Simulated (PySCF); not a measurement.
**Core-level binding energies of (BeO)4 ring**

Species: (BeO)4 ring, Be₄O₄.
Structure used (PBE0-D3(BJ)/def2-SVP), in Å, numbered top down from 1:
```
atom  x, y, z in Å
Be1    0.984   -0.960    1.016
O2    -0.326   -1.519    1.267
Be3   -1.378   -0.872    0.515
O4    -1.955    0.072   -0.416
Be5   -0.984    0.960   -1.016
O6     0.326    1.519   -1.267
Be7    1.378    0.872   -0.515
O8     1.955   -0.072    0.416
```

The calculation used delta-SCF UKS SCAN, pcX-2 on the ionised atom, pcseg-1 elsewhere, spin-free X2C in PySCF 2.14.0. Each binding energy is the total energy of the core-ionised species, with the hole localised on one atom, minus that of the ground state; both are solved self-consistently, so orbital relaxation is included.

What binding energy does each computed site have?

```csv
atom(s),bonded to,level,binding energy (eV),count
Be1/Be3/Be5/Be7,2 O,Be 1s,120.84,4
O2/O4/O6/O8,2 Be,O 1s,537.22,4
```

Which photon energy gives electrons from Be 1s of Be1/Be3/Be5/Be7 a kinetic energy of 200 eV, and what is their de Broglie wavelength?

hν = 120.84 + 200 = 320.84 eV, recoil neglected; λ = 12.264 Å/√(E/eV) = 0.87 Å.

Which effective nuclear charge Zeff reproduces each element's mean 1s value in the hydrogen-like formula E = 13.606 eV × Zeff²?

Be (Z = 4): mean 120.8 eV, Zeff = 2.98, Z − Zeff = 1.02; O (Z = 8): mean 537.2 eV, Zeff = 6.28, Z − Zeff = 1.72. Means run over the listed sites, weighted by atom count.

Atoms equivalent by their bonding share one computed value, that of the first of them. The structure is a single PBE0-D3(BJ)/def2-SVP conformer in the gas phase; no vibrational or solvent corrections.
